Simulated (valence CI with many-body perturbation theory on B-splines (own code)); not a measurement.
## E1 line list for Zn XV

Calculated by configuration interaction combined with many-body perturbation theory (CI+MBPT): six valence electrons over a frozen Dirac-Fock core [Ne], a basis of 9 s, 9 p, 8 d, 6 f, 3 g, 1 h functions for each j, with the one-electron correlation potential Σ1 (screened to all orders), the two-electron term Σ2, the three-electron term Σ3, Breit, model QED; selected single and double excitations, second order for the rest, scaled by the run's own slope (own B-spline code, finite nucleus).

No measured spectrum was set against this ion. As an estimate, levels of excited configurations hold to 0.05 to 0.15 % of their energy, terms of the ground configuration to about 0.5 %. Among the levels kept, up to 1400 cm⁻¹ of a level comes from second order outside the variational space, and about a tenth of that is noise between levels of different J, which matters for small intervals.

Lines 51 to 93 of 93 in falling wavelength, among levels below 716910 cm⁻¹, chosen from the strongest by gf and those to the six lowest levels. Wavelengths and rates use the calculated energies, so an error of 300 cm⁻¹ moves a line at 17.22 nm by 0.052 % and its rate by three times that or more. Electric multipoles are in the length gauge, E1 and E2 with the static RPA response of the core. Weak lines are less certain than strong ones. Lines between different terms over intervals too small for the method are left out, as are lines whose strength nearly cancels. The highest levels of a list are the least certain.

Names give the largest LS component (configuration and term), which can be under half, so a name can repeat, a term be missing and a line seem to break the LS rules; names also repeat where a configuration has a term twice. Letters in brackets count levels of one name in rising energy.

```
λ vac (nm)                 Upper         Lower   A (s⁻¹)  S (a.u.) with core polarisation  S without
     17.22  3s2 3p3 3d 3F°_3 [b]  3s2 3p4 1D_2  4.47e+08                         7.89e-03   8.08e-03
     17.10      3s2 3p3 3d 1D°_2  3s2 3p4 3P_1  2.16e+08                         2.66e-03   2.73e-03
     17.10  3s2 3p3 3d 3F°_2 [b]  3s2 3p4 1D_2  4.84e+08                         5.97e-03   6.12e-03
     17.08      3s2 3p3 3d 3G°_3  3s2 3p4 3P_2  3.65e+08                         6.28e-03   6.44e-03
     16.89  3s2 3p3 3d 3P°_1 [c]  3s2 3p4 1S_0  7.84e+09                         5.59e-02   5.76e-02
     16.82  3s2 3p3 3d 3D°_1 [b]  3s2 3p4 3P_1  1.22e+08                         8.58e-04   8.77e-04
     16.77  3s2 3p3 3d 3P°_2 [a]  3s2 3p4 1D_2  1.31e+09                         1.53e-02   1.57e-02
     16.76  3s2 3p3 3d 3D°_1 [b]  3s2 3p4 3P_0  2.43e+09                         1.69e-02   1.74e-02
     16.73  3s2 3p3 3d 3D°_3 [b]  3s2 3p4 1D_2  2.61e+08                         4.23e-03   4.33e-03
     16.64  3s2 3p3 3d 3P°_0 [a]  3s2 3p4 3P_1  7.37e+06                         1.67e-05   1.68e-05
     16.55  3s2 3p3 3d 3P°_1 [a]  3s2 3p4 3P_1  2.15e+08                         1.44e-03   1.47e-03
     16.49  3s2 3p3 3d 3P°_1 [a]  3s2 3p4 3P_0  1.64e+07                         1.09e-04   1.15e-04
     16.39  3s2 3p3 3d 3D°_2 [b]  3s2 3p4 3P_1  3.20e+08                         3.48e-03   3.57e-03
     16.29      3s2 3p3 3d 1D°_2  3s2 3p4 3P_2  8.38e+08                         8.94e-03   9.20e-03
     16.26  3s2 3p3 3d 3F°_2 [b]  3s2 3p4 3P_1  3.59e+09                         3.81e-02   3.92e-02
     16.04  3s2 3p3 3d 3D°_1 [b]  3s2 3p4 3P_2  4.67e+08                         2.85e-03   2.94e-03
     15.97  3s2 3p3 3d 3P°_2 [a]  3s2 3p4 3P_1  2.79e+09                         2.80e-02   2.89e-02
     15.86  3s2 3p3 3d 3P°_1 [b]  3s2 3p4 1D_2  1.09e+10                         6.44e-02   6.64e-02
     15.84  3s2 3p3 3d 3P°_2 [b]  3s2 3p4 1D_2  3.93e+09                         3.86e-02   3.97e-02
     15.79  3s2 3p3 3d 3P°_1 [a]  3s2 3p4 3P_2  6.84e+09                         3.99e-02   4.10e-02
     15.74      3s2 3p3 3d 1F°_3  3s2 3p4 1D_2  1.83e+07                         2.47e-04   2.55e-04
     15.71      3s2 3p3 3d 3S°_1  3s2 3p4 1D_2  6.54e+10                         3.75e-01   3.86e-01
     15.65  3s2 3p3 3d 3D°_2 [b]  3s2 3p4 3P_2  1.80e+08                         1.70e-03   1.75e-03
     15.63  3s2 3p3 3d 3F°_3 [b]  3s2 3p4 3P_2  9.43e+08                         1.24e-02   1.28e-02
     15.53  3s2 3p3 3d 3F°_2 [b]  3s2 3p4 3P_2  1.85e+09                         1.71e-02   1.76e-02
     15.32  3s2 3p3 3d 3P°_1 [c]  3s2 3p4 1D_2  5.92e+10                         3.15e-01   3.25e-01
     15.27  3s2 3p3 3d 3P°_2 [a]  3s2 3p4 3P_2  1.53e+10                         1.34e-01   1.38e-01
     15.23  3s2 3p3 3d 3D°_3 [b]  3s2 3p4 3P_2  1.25e+09                         1.53e-02   1.57e-02
     15.23  3s2 3p3 3d 3D°_3 [c]  3s2 3p4 1D_2  8.06e+07                         9.83e-04   1.01e-03
     15.14  3s2 3p3 3d 3P°_1 [b]  3s2 3p4 3P_1  1.98e+09                         1.01e-02   1.05e-02
     15.13  3s2 3p3 3d 3P°_2 [b]  3s2 3p4 3P_1  1.70e+10                         1.45e-01   1.49e-01
     15.08  3s2 3p3 3d 3P°_1 [b]  3s2 3p4 3P_0  7.78e+09                         3.96e-02   4.08e-02
     15.00      3s2 3p3 3d 3S°_1  3s2 3p4 3P_1  3.12e+10                         1.56e-01   1.61e-01
     14.95      3s2 3p3 3d 3S°_1  3s2 3p4 3P_0  1.91e+10                         9.44e-02   9.71e-02
     14.65  3s2 3p3 3d 3P°_1 [c]  3s2 3p4 3P_1  4.21e+10                         1.96e-01   2.01e-01
     14.64  3s2 3p3 3d 3P°_0 [b]  3s2 3p4 3P_1  1.69e+11                         2.62e-01   2.69e-01
     14.60  3s2 3p3 3d 3P°_1 [c]  3s2 3p4 3P_0  3.96e+10                         1.82e-01   1.87e-01
     14.50  3s2 3p3 3d 3P°_1 [b]  3s2 3p4 3P_2  1.26e+11                         5.68e-01   5.84e-01
     14.49  3s2 3p3 3d 3P°_2 [b]  3s2 3p4 3P_2  1.19e+11                         8.90e-01   9.16e-01
     14.40      3s2 3p3 3d 1F°_3  3s2 3p4 3P_2  8.94e+09                         9.23e-02   9.48e-02
     14.38      3s2 3p3 3d 3S°_1  3s2 3p4 3P_2  8.79e+09                         3.87e-02   3.97e-02
     14.05  3s2 3p3 3d 3P°_1 [c]  3s2 3p4 3P_2  2.28e+09                         9.37e-03   9.66e-03
     13.97  3s2 3p3 3d 3D°_3 [c]  3s2 3p4 3P_2  1.65e+11                         1.55e+00   1.60e+00
```
